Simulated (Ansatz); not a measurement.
Relaxation of C4H12OSi (18 atoms, charge 0, multiplicity 1), to a largest force component of 0.015 eV/Å in at most 40 steps.

The calculation used RKS r2SCAN/STO-3G in Ansatz.

```xyz
18
Properties=species:S:1:pos:R:3
C -1.321 -1.387 -0.387
C -0.001 -1.278 0.262
C 0.599 0.140 0.345
Si -0.070 1.270 1.680
C 0.737 0.837 -1.020
O 1.439 0.032 -1.921
H -2.078 -0.720 0.128
H -1.699 -2.356 -0.391
H -1.324 -1.007 -1.402
H 0.683 -1.926 -0.279
H -0.081 -1.716 1.286
H 1.680 -0.021 0.724
H 0.021 0.741 3.014
H -1.451 1.781 1.363
H 0.814 2.541 1.672
H -0.245 1.106 -1.404
H 1.298 1.815 -0.915
H 1.472 0.513 -2.749
```

Q: Where does it end, and by what steps?

A: It converged. Limits of this set-up: minimal basis. After 12 steps the energy has fallen by 0.891 eV; H13 moved furthest, 0.58 Å.

| step | energy less start (eV) | largest force component (eV/Å) | accepted |
| --- | --- | --- | --- |
| 0 | 0.0000 | 4.574 | yes |
| 1 | -0.7927 | 0.935 | yes |
| 2 | -0.8639 | 0.374 | yes |
| 3 | -0.8742 | 0.113 | yes |
| 4 | -0.8775 | 0.053 | yes |
| 5 | -0.8788 | 0.143 | yes |
| 6 | -0.8833 | 0.088 | yes |
| 7 | -0.8843 | 0.231 | yes |
| 8 | -0.8879 | 0.086 | yes |
| 9 | -0.8890 | 0.034 | yes |
| 10 | -0.8904 | 0.048 | yes |
| 11 | -0.8909 | 0.033 | yes |
| 12 | -0.8910 | 0.012 | yes |

```xyz
18
Properties=species:S:1:pos:R:3
C -1.427 -1.271 -0.130
C 0.087 -1.264 0.204
C 0.719 0.160 0.333
Si -0.175 1.286 1.563
C 0.837 0.838 -1.067
O 1.659 -0.038 -1.912
H -2.012 -0.800 0.673
H -1.783 -2.304 -0.252
H -1.628 -0.729 -1.065
H 0.632 -1.806 -0.589
H 0.245 -1.811 1.149
H 1.753 0.013 0.692
H -0.476 0.560 2.776
H -1.403 1.794 0.994
H 0.675 2.410 1.888
H -0.179 0.996 -1.500
H 1.300 1.849 -0.952
H 1.650 0.482 -2.797
```

Whether the end is a true minimum wasn't checked by a vibrational analysis.

Run time: 65 s on 1 thread of Intel(R) Xeon(R) Platinum 8488C (Sapphire Rapids) (shared host), peak memory 0.18 GiB.
